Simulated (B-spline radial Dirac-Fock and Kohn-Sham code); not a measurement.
**Ionisation of each subshell: Ta²⁺**

System: Ta²⁺ in the configuration 1s2 2s2 2p6 3s2 3p6 3d10 4s2 4p6 4d10 4f14 5s2 5p6 5d3, inside a Watson sphere of charge -2 and radius 2.4 Å (a model of the Madelung potential; inside it an electron's potential energy is raised by 12.0 eV); nuclear rms radius 5.3507 fm (A = 181).

These are calculated numbers from a B-spline atomic structure program; the model is Dirac-Fock ΔSCF + Breit + QED. The model has no electron correlation. Energies are counted from the vacuum level.

All terms are in eV, carry their sign (relaxation lowers the binding energy) and add up to the binding energy; ⟨r⟩ is the mean radius of the orbital in the initial state.

| subshell | −ε (Koopmans) | relaxation | Breit | self-energy | vacuum polarisation | binding energy | ⟨r⟩ (bohr) |
| --- | --- | --- | --- | --- | --- | --- | --- |
| K | 67843.6 | -87.97 | -218.98 | -140.99 | 26.34 | 67422.0 | 0.019 |
| L1 | 11793.4 | -52.91 | -24.27 | -20.16 | 3.53 | 11699.6 | 0.078 |
| L2 | 11245.7 | -57.33 | -40.22 | -0.05 | 0.14 | 11148.2 | 0.065 |
| L3 | 9972.8 | -54.36 | -24.50 | -1.45 | -0.13 | 9892.3 | 0.073 |
| M1 | 2764.7 | -30.23 | -4.35 | -4.61 | 0.78 | 2726.3 | 0.204 |
| M2 | 2522.3 | -31.21 | -7.48 | -0.11 | 0.03 | 2483.5 | 0.194 |
| M3 | 2243.9 | -29.64 | -4.19 | -0.37 | -0.03 | 2209.7 | 0.208 |
| M4 | 1840.2 | -32.28 | -3.19 | 0.33 | -0.04 | 1805.0 | 0.183 |
| M5 | 1780.2 | -31.71 | -2.00 | 0.16 | -0.04 | 1746.6 | 0.187 |
| N1 | 597.9 | -12.64 | -0.87 | -1.11 | 0.19 | 583.5 | 0.459 |
| N2 | 496.9 | -12.42 | -1.52 | -0.01 | 0.01 | 483.0 | 0.466 |
| N3 | 432.2 | -11.31 | -0.74 | -0.07 | -0.01 | 420.0 | 0.497 |
| N4 | 265.9 | -10.84 | -0.41 | 0.07 | -0.01 | 254.8 | 0.517 |
| N5 | 253.8 | -10.47 | -0.16 | 0.04 | -0.01 | 243.2 | 0.529 |
| N6 | 45.02 | -8.89 | 0.10 | 0.04 | 0.00 | 36.26 | 0.622 |
| N7 | 42.84 | -8.68 | 0.18 | 0.03 | 0.00 | 34.38 | 0.632 |
| O1 | 90.42 | -2.58 | -0.12 | -0.18 | 0.03 | 87.57 | 1.119 |
| O2 | 58.37 | -2.19 | -0.18 | 0.00 | 0.00 | 56.00 | 1.233 |
| O3 | 49.12 | -1.83 | -0.07 | 0.00 | 0.00 | 47.21 | 1.331 |
| O4,5 | 11.02 | -0.66 | 0.01 | 0.01 | 0.00 | 10.37 | 2.009 |

For the deepest level, K (1s), the Breit terms make up -0.325 % of the binding energy, QED -0.170 % and orbital relaxation -0.130 %.
